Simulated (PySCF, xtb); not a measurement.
Si(Cl)3(NCO) (CCl₃NOSi), SMILES O=C=N[Si](Cl)(Cl)Cl.

GFN2-xTB (xtb 6.7.1) at its own geometry gives an orbital gap of 5.90 eV and a dipole moment of 0.54 D.

The structure is a stationary point at PBE0-D3(BJ)/def2-SVP. One conformer was computed; it need not be the lowest.

Question: What does M06-2X/def2-TZVP (PySCF) give? (The exact figures need the calculation; the answer reports its results.)

Answer: gap 11.36 eV (levels -10.74 and 0.62 eV), dipole 0.52 D.
